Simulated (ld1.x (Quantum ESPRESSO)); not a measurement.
# hafnium, TM: configuration errors across variants

* Element: Hf (Z = 72)
* Generator: ld1.x (Quantum ESPRESSO) 7.5
* Type: norm-conserving Troullier–Martins (Kleinman–Bylander form)
* Functional: LDA (PZ)
* Relativity: fully relativistic
* Frozen core: [Kr] 4d10 4f14
* Valence charge: 12
* Reference configuration: 5s2 5p6 5d2 6s1.75 6p0.25
* Partial waves: 5s (bound): rc 1.25 bohr; 5p (bound): rc 1.40 bohr; 5d (bound): rc 2.80 bohr
* Local potential: all-electron potential smoothed inside 1.45 bohr (lloc = -1)
* Core correction: none

Open shells are filled in proportion to 2j + 1 (rel_dist='average').

Occupied shells without a wave of their own: 6p, 6s. They enter only through the test configuration that unscreens the potential.

All-electron excitation energies from the reference (eV): (1) 5s2 5p6 5d2 6s2 6p0 -0.949; (2) 5s2 5p6 5d2 6s1 6p0 7.251; (3) 5s2 5p6 5d2 6s0 6p0 21.752; (4) 5s2 5p6 5d3 6s0 6p0 9.281; (5) 5s2 5p6 5d1 6s0 6p0 43.846; (6) 5s1 5p6 5d2 6s2 6p0 72.254; (7) 5s2 5p6 5d1 6s2 6p1 1.105.

For the base: The 6p, 6s levels have no wave, so the channel is fitted at the deeper level alone: the likely source of the large errors.

1 further variants failed, have other tests or too few solved ones, and are left out.

A true bound ghost makes a file unfit for plane-wave use even where its test errors are small: the radial tests pick states by their node count and pass the ghost by.

The file “all radii scaled by about 0.89 (s 1.12, p 1.24, d 2.48 bohr); local potential all-electron potential smoothed inside 1.28 bohr (lloc = -1)” misses its own reference levels by 0.8 eV.

Errors AE − PS in meV (a dash: test not solved or not reliable):

| change | (1) | (2) | (3) | (4) | (5) | (6) | (7) | bound ghosts |
| --- | --- | --- | --- | --- | --- | --- | --- | --- |
| base | +18 | -86 | -240 | -160 | -357 | -195 | +48 | not determined |
| all radii scaled by about 0.89 (s 1.12, p 1.24, d 2.48 bohr); local potential all-electron potential smoothed inside 1.28 bohr (lloc = -1) | +183 | -749 | -2405 | -1520 | -3624 | +934 | +301 | not determined |
| all radii scaled by about 1.05 (s 1.32, p 1.48, d 2.94 bohr); local potential all-electron potential smoothed inside 1.52 bohr (lloc = -1) | +9.2 | -49 | -134 | -82 | -204 | -247 | +36 | not determined |
| all radii scaled by about 1.19 (s 1.48, p 1.66, d 3.32 bohr); local potential all-electron potential smoothed inside 1.72 bohr (lloc = -1) | -26 | +110 | +317 | +250 | +444 | -455 | -25 | none |
| all radii scaled by about 1.24 (s 1.56, p 1.74, d 3.48 bohr); local potential all-electron potential smoothed inside 1.80 bohr (lloc = -1) | -41 | +234 | +645 | +486 | +910 | -615 | -105 | d3/2 |

Question: Give the same row for: all radii scaled by about 1.39 (s 1.74, p 1.94, d 3.88 bohr); local potential all-electron potential smoothed inside 2.02 bohr (lloc = -1).

Answer: -258, +553, +1792, +1371, +2504, -1015, +174; bound ghosts: none.
